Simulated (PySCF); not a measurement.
CH₃O, doublet, geometry from GFN2-xTB; DF-PBE0/def2-TZVPP in PySCF.

PySCF was given this input:
```python
from pyscf import gto, scf, dft

mol = gto.M(
    atom='''
C     0.685555    0.025060   -0.033260
O    -0.671254   -0.121865   -0.005443
H    -1.098199    0.739235   -0.058755
H     1.128206    0.974578    0.202513
H     1.226693   -0.889257    0.099351
''',
    basis='def2-tzvpp',
    charge=0,
    spin=1,
    verbose=5,
)

mf = dft.UKS(mol)
mf.xc = 'pbe0'
mf = mf.density_fit(auxbasis='def2-universal-jkfit')
mf.kernel()
mf.analyze()
```

Output, abridged:

```
PySCF version 2.14.0

[INPUT] verbose = 5
[INPUT] max_memory = 4000
[INPUT] num. atoms = 5
[INPUT] num. electrons = 17
[INPUT] charge = 0
[INPUT] spin (= nelec alpha-beta = 2S) = 1
[INPUT] symmetry False subgroup None
[INPUT] Mole.unit = angstrom
[INPUT] Symbol           X                Y                Z      unit          X                Y                Z       unit  Magmom
[...]
[INPUT] ---------------- BASIS SET ----------------
[INPUT] l, kappa, [nprim/nctr], expnt,             c_1 c_2 ...
[INPUT] O
[...]
                                4052.3871392      0.0016838662199
                                922.3272271       0.0087395616265
                                261.24070989      0.035239968808
                                85.354641351      0.11153519115
                                31.035035245      0.25588953961
[...]
                                4.9987076005      0.2462784943
[...]
                                14.627049379      0.041912575824
                                4.4501223456      0.16153841088
                                1.5275799647      0.35706951311
[...]
[INPUT] H
[...]
                                5.1235746         0.045021094
                                1.1646626         0.20189726
[...]
[INPUT] C
[...]
                                2035.233368       0.0017232738252
                                463.22562359      0.0089255715314
                                131.20019598      0.035727984502
                                42.853015891      0.11076259931
                                15.584185766      0.24295627626
[...]
                                2.5764896527      0.23744968655
[...]
                                7.9582622826      0.035864109092
                                2.3780826883      0.14215873329
                                0.81433208183     0.34270471845
[...]
nuclear repulsion = 35.3489630847581
number of shells = 40
number of NR pGTOs = 140
number of NR cGTOs = 104
basis = def2-tzvpp
ecp = {}

******** <class 'pyscf.df.df_jk.DFUKS'> ********
method = DFUKS
initial guess = minao
damping factor = 0
level_shift factor = 0
DIIS = <class 'pyscf.scf.diis.CDIIS'>
diis_start_cycle = 1
diis_space = 8
diis_damp = 0
SCF conv_tol = 1e-09
SCF conv_tol_grad = None
SCF max_cycles = 50
direct_scf = False
number electrons alpha = 9  beta = 8
XC library pyscf.dft.libxc version 7.1.2
    S. Lehtola, C. Steigemann, M. J. T. Oliveira, and M. A. L. Marques,  SoftwareX 7, 1–5 (2018)
XC functionals = pbe0
    C. Adamo and V. Barone,  J. Chem. Phys. 110, 6158 (1999)
    M. Ernzerhof and G. E. Scuseria,  J. Chem. Phys. 110, 5029 (1999)
radial grids:
    Treutler-Ahlrichs [JCP 102, 346 (1995); DOI:10.1063/1.469408] (M4) radial grids

becke partition: Becke, JCP 88, 2547 (1988); DOI:10.1063/1.454033
pruning grids: <function nwchem_prune>
grids dens level: 3
symmetrized grids: False
atomic radii adjust function: <function treutler_atomic_radii_adjust>
small_rho_cutoff = 0
Set gradient conv threshold to 3.16228e-05
atom C rad-grids = 75, ang-grids = [ 50  50  50  50  50  50  50  50  50  50  50  50  50  50  50  50  50  50
  50  50  50  50  86  86  86  86  86  86  86  86  86  86 266 266 266 266
 266 266 302 302 302 302 302 302 302 302 302 302 302 302 302 302 302 302
 302 302 302 302 266 266 266 266 266 266 266 266 266 266 266 266 266 266
 266 266 266]
atom O rad-grids = 75, ang-grids = [ 50  50  50  50  50  50  50  50  50  50  50  50  50  50  50  50  50  50
  50  50  50  50  50  86  86  86  86  86  86  86  86  86 266 266 266 266
 266 266 266 302 302 302 302 302 302 302 302 302 302 302 302 302 302 302
 302 302 302 302 302 266 266 266 266 266 266 266 266 266 266 266 266 266
 266 266 266]
atom H rad-grids = 50, ang-grids = [ 50  50  50  50  50  50  50  50  50  50  50  50  50  50  50  86  86  86
  86 266 266 266 266 266 302 302 302 302 302 302 302 302 302 302 302 302
 302 266 266 266 266 266 266 266 266 266 266 266 266 266]
tot_boxes 1404, boxes in each direction [11 10  7]
Padding 0 grids
tot grids = 57624
nelec by numeric integration = [8.49903846 8.49903846]
******** <class 'pyscf.df.df.DF'> ********
auxbasis = def2-universal-jkfit
num shells = 68, num cGTOs = 206
size of aux basis 206
int3c2e [1/1], AO [0:40], nrow = 5460
E1 = -224.88826556997859  E2 = 74.49520695389248  Ecoul = 89.30034210308601  Exc = -14.805135149193525
init E= -115.044095531328
cond(S) = 11699.05164480541

  alpha mo_energy =
[-1.94196426e+01 -1.03140761e+01 -1.23464105e+00 -7.80547907e-01
 -6.08512055e-01 -5.25934545e-01 -4.68759573e-01 -4.13146210e-01
 -1.55944344e-01  8.11479392e-03  6.23916922e-02  1.03783579e-01
  1.40181512e-01  2.09507482e-01  2.22441373e-01  2.55925509e-01
  2.78033840e-01  3.45888818e-01  4.22070007e-01  4.31795107e-01
  4.44353243e-01  4.58077331e-01  4.94434058e-01  5.63270397e-01
  6.73004787e-01  6.89393787e-01  7.31030866e-01  8.06550864e-01
  8.64081528e-01  8.97920932e-01  9.20361260e-01  1.01224179e+00
  1.08948721e+00  1.15094607e+00  1.20903120e+00  1.26261407e+00
  1.37020295e+00  1.40816140e+00  1.42391707e+00  1.48304401e+00
  1.54571986e+00  1.70348287e+00  1.75487711e+00  1.78792260e+00
  1.84154413e+00  1.92477380e+00  2.02127122e+00  2.36135257e+00
  2.42884126e+00  2.44981460e+00  2.58925506e+00  2.65276366e+00
  2.69264278e+00  2.72868426e+00  2.80590161e+00  2.84887957e+00
  2.90145385e+00  2.94468391e+00  2.95424081e+00  3.05792581e+00
  3.11611381e+00  3.15025621e+00  3.27838901e+00  3.32269087e+00
  3.38060298e+00  3.40843069e+00  3.46527869e+00  3.55277186e+00
  3.57652690e+00  3.69395495e+00  3.71498028e+00  3.82460119e+00
  3.84616919e+00  3.88132468e+00  3.92398940e+00  3.99449367e+00
  4.06192681e+00  4.10206373e+00  4.20655313e+00  4.36518090e+00
  4.44322700e+00  4.60042269e+00  4.71569329e+00  4.84603863e+00
  4.84840568e+00  4.89723145e+00  4.93823063e+00  5.14324560e+00
  5.33472363e+00  5.35600851e+00  5.49565436e+00  5.68324245e+00
  5.84278471e+00  6.10685500e+00  6.33473593e+00  6.51008365e+00
[...]
converged SCF energy = -114.98108498286  <S^2> = 0.75447627  2S+1 = 2.0044713
Total Energy =                        -114.981084982859812
[...]
3 H 2px          0.01974  -0.03675   0.04618  -0.00160
3 H 2py          0.00789   0.01144   0.11199   0.00106
3 H 2pz          0.00846  -0.00661   0.02475   0.00127
3 H 3px         -0.03947   0.03060  -0.01630  -0.00050
3 H 3py          0.00334  -0.00685  -0.03109  -0.00108
3 H 3pz          0.01457   0.00860  -0.00964  -0.00117
3 H 3dxy        -0.02143   0.01802  -0.04784   0.00083
3 H 3dyz         0.00641   0.00436  -0.02573   0.00041
3 H 3dz^2       -0.01086   0.00372   0.02864  -0.00474
3 H 3dxz        -0.01923   0.01727  -0.01107  -0.00137
3 H 3dx2-y2      0.00045   0.01195   0.04057   0.00274
4 H 1s           0.00144  -0.00039  -0.00765   0.00032
4 H 2s          -0.02146  -0.01657   0.00253  -0.00097
4 H 3s           0.03398  -0.00155   0.02138  -0.00144
4 H 2px          0.02417   0.04693   0.05859  -0.01071
4 H 2py         -0.01462   0.00222  -0.11041  -0.00224
4 H 2pz          0.00118   0.00468   0.01269   0.00145
4 H 3px          0.01637  -0.05349  -0.01961  -0.00014
4 H 3py          0.00120  -0.00758   0.03051   0.00127
4 H 3pz          0.00560  -0.00181  -0.00613  -0.00010
4 H 3dxy        -0.00675   0.03254   0.05562  -0.00084
4 H 3dyz         0.00019  -0.00328   0.01461  -0.00001
4 H 3dz^2        0.01438  -0.00172   0.03199  -0.00519
4 H 3dxz         0.00030  -0.01396  -0.00726  -0.00035
4 H 3dx2-y2     -0.02242  -0.03545   0.03223   0.00619

To work with the spin densities directly, `use mulliken_meta_spin()` only printing them here.

 ** Mulliken spin pop alpha/beta on meta-lowdin orthogonal AOs **
 ** Mulliken Spin Density (per AO)  **
spin_pop of  0 C 1s       -0.00001
spin_pop of  0 C 2s        0.05733
spin_pop of  0 C 3s        0.00082
spin_pop of  0 C 4s        0.00010
spin_pop of  0 C 5s        0.00001
spin_pop of  0 C 2px       0.01315
spin_pop of  0 C 2py       0.02056
spin_pop of  0 C 2pz       0.79329
spin_pop of  0 C 3px       0.00005
spin_pop of  0 C 3py      -0.00012
spin_pop of  0 C 3pz       0.01244
spin_pop of  0 C 4px       0.00000
spin_pop of  0 C 4py       0.00006
spin_pop of  0 C 4pz       0.00053
spin_pop of  0 C 3dxy      0.00013
spin_pop of  0 C 3dyz     -0.00007
spin_pop of  0 C 3dz^2    -0.00125
spin_pop of  0 C 3dxz      0.00113
spin_pop of  0 C 3dx2-y2   -0.00002
spin_pop of  0 C 4dxy     -0.00001
spin_pop of  0 C 4dyz      0.00000
spin_pop of  0 C 4dz^2     0.00001
spin_pop of  0 C 4dxz      0.00029
spin_pop of  0 C 4dx2-y2   -0.00000
spin_pop of  0 C 4f-3      0.00000
spin_pop of  0 C 4f-2     -0.00000
spin_pop of  0 C 4f-1     -0.00021
spin_pop of  0 C 4f+0     -0.00009
spin_pop of  0 C 4f+1     -0.00013
spin_pop of  0 C 4f+2      0.00002
spin_pop of  0 C 4f+3      0.00013
spin_pop of  1 O 1s       -0.00000
spin_pop of  1 O 2s        0.00446
spin_pop of  1 O 3s        0.00014
spin_pop of  1 O 4s       -0.00001
spin_pop of  1 O 5s        0.00000
spin_pop of  1 O 2px      -0.00999
spin_pop of  1 O 2py       0.00125
spin_pop of  1 O 2pz       0.15297
spin_pop of  1 O 3px       0.00003
spin_pop of  1 O 3py       0.00003
spin_pop of  1 O 3pz       0.00189
spin_pop of  1 O 4px      -0.00001
spin_pop of  1 O 4py      -0.00000
spin_pop of  1 O 4pz       0.00030
spin_pop of  1 O 3dxy     -0.00001
spin_pop of  1 O 3dyz      0.00008
spin_pop of  1 O 3dz^2    -0.00006
spin_pop of  1 O 3dxz     -0.00005
spin_pop of  1 O 3dx2-y2   -0.00004
spin_pop of  1 O 4dxy      0.00001
spin_pop of  1 O 4dyz     -0.00000
spin_pop of  1 O 4dz^2     0.00001
spin_pop of  1 O 4dxz     -0.00001
spin_pop of  1 O 4dx2-y2    0.00000
spin_pop of  1 O 4f-3     -0.00000
spin_pop of  1 O 4f-2      0.00000
spin_pop of  1 O 4f-1     -0.00002
spin_pop of  1 O 4f+0     -0.00001
spin_pop of  1 O 4f+1     -0.00002
spin_pop of  1 O 4f+2      0.00000
spin_pop of  1 O 4f+3      0.00001
spin_pop of  2 H 1s       -0.00482
spin_pop of  2 H 2s        0.00007
spin_pop of  2 H 3s        0.00000
spin_pop of  2 H 2px      -0.00001
spin_pop of  2 H 2py      -0.00004
spin_pop of  2 H 2pz       0.00065
spin_pop of  2 H 3px       0.00001
spin_pop of  2 H 3py      -0.00001
spin_pop of  2 H 3pz       0.00002
spin_pop of  2 H 3dxy      0.00000
spin_pop of  2 H 3dyz      0.00001
spin_pop of  2 H 3dz^2    -0.00000
spin_pop of  2 H 3dxz      0.00000
spin_pop of  2 H 3dx2-y2    0.00000
spin_pop of  3 H 1s       -0.02299
spin_pop of  3 H 2s       -0.00023
spin_pop of  3 H 3s        0.00013
spin_pop of  3 H 2px       0.00000
spin_pop of  3 H 2py       0.00006
spin_pop of  3 H 2pz       0.00166
spin_pop of  3 H 3px      -0.00000
spin_pop of  3 H 3py      -0.00004
spin_pop of  3 H 3pz       0.00002
spin_pop of  3 H 3dxy      0.00000
spin_pop of  3 H 3dyz      0.00001
spin_pop of  3 H 3dz^2    -0.00003
spin_pop of  3 H 3dxz      0.00002
spin_pop of  3 H 3dx2-y2    0.00001
spin_pop of  4 H 1s       -0.02493
spin_pop of  4 H 2s       -0.00021
spin_pop of  4 H 3s        0.00013
spin_pop of  4 H 2px       0.00001
spin_pop of  4 H 2py      -0.00002
spin_pop of  4 H 2pz       0.00141
spin_pop of  4 H 3px      -0.00001
spin_pop of  4 H 3py      -0.00004
spin_pop of  4 H 3pz       0.00001
spin_pop of  4 H 3dxy      0.00001
spin_pop of  4 H 3dyz      0.00000
spin_pop of  4 H 3dz^2    -0.00003
spin_pop of  4 H 3dxz      0.00003
spin_pop of  4 H 3dx2-y2    0.00001
 ** Mulliken Spin Density (per atom)  **
spin density of  0 C =      0.89815
spin density of  1 O =      0.15095
spin density of  2 H =     -0.00411
spin density of  3 H =     -0.02138
spin density of  4 H =     -0.02361
 ** Mulliken pop alpha/beta on meta-lowdin orthogonal AOs **
 ** Mulliken pop       alpha | beta **
In total             9.00000 | 8.00000
 ** Mulliken atomic charges   ( Nelec_alpha | Nelec_beta ) **
charge of  0C =     -0.15108  (     3.52461      2.62646 )
charge of  1O =     -0.44254  (     4.29675      4.14579 )
charge of  2H =      0.35266  (     0.32161      0.32572 )
charge of  3H =      0.11096  (     0.43383      0.45521 )
charge of  4H =      0.13000  (     0.42319      0.44681 )
Dipole moment(X, Y, Z, Debye): -0.04837,  1.47775,  0.26835
```
